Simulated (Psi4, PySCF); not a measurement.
C4H7BO2 (SMILES C#CB(OC)OC), singlet, at a GFN2-xTB geometry, atoms displaced at random by about 0.03 Å a coordinate. Base run: PBE0/STO-3G, gradient (PySCF).

Here is a job for PySCF.
```python
from pyscf import gto, scf, dft

mol = gto.Mole()
mol.atom = '''
    B    -0.10179971    0.13168356    0.00977315
    C    -0.46860802    0.22339565    1.49591259
    C    -0.72539317    0.24262992    2.69113909
    H    -0.91865525    0.32390425    3.68666410
    O     0.83423746   -0.62140125   -0.52837126
    C     1.71883560   -1.46592977    0.29302720
    H     1.47043465   -1.38201387    1.35317114
    H     1.58024494   -2.45009501   -0.06003037
    H     2.69776311   -1.08041486    0.12990737
    O    -0.89922093    0.89587626   -0.88078570
    C    -0.70370239    0.91146093   -2.17910427
    H    -0.52366138   -0.15922011   -2.60161141
    H    -1.56187836    1.27977985   -2.70045499
    H     0.16000382    1.46146660   -2.52476546
'''
mol.basis = 'sto-3g'
mol.verbose = 4
mol.build()

mf = dft.RKS(mol)
mf.xc = 'pbe0'
mf.kernel()
g = mf.nuc_grad_method()
grad = g.kernel()
```

Programs used: Psi4, PySCF; a row that names a program was run with it.

The coordinate followed is x of atom 9.

Each row names what was changed in the base input (with any setting that the change needs).

```
change                                                  dE/dx (Eh/bohr)  net force (Eh/bohr)
------------------------------------------------------  ---------------  -------------------
base                                                          -0.036302             0.000110
finite difference step (bohr) = 1e-5; conv_tol = 1e-11        -0.036301                    -
finite difference step (bohr) = 0.01; conv_tol = 1e-11        -0.036318                    -
grids.level = 0; grid_response = off                          -0.037056             0.003670
grids.level = 1; grid_response = off                          -0.036300             0.000626
finite difference step (bohr) = 1e-3; conv_tol = 1e-11        -0.036301                    -
finite difference step (bohr) = 0.05; conv_tol = 1e-11        -0.036717                    -
conv_tol = 1e-6                                               -0.036303             0.000110
conv_tol = 1e-11                                              -0.036302             0.000110
code = psi4                                                   -0.036305             0.000135
grids.level = 1; grid_response = on                           -0.036303             0.000000
grids.level = 0; grid_response = on                           -0.037462             0.000000
```

The net force is zero for an exact gradient.
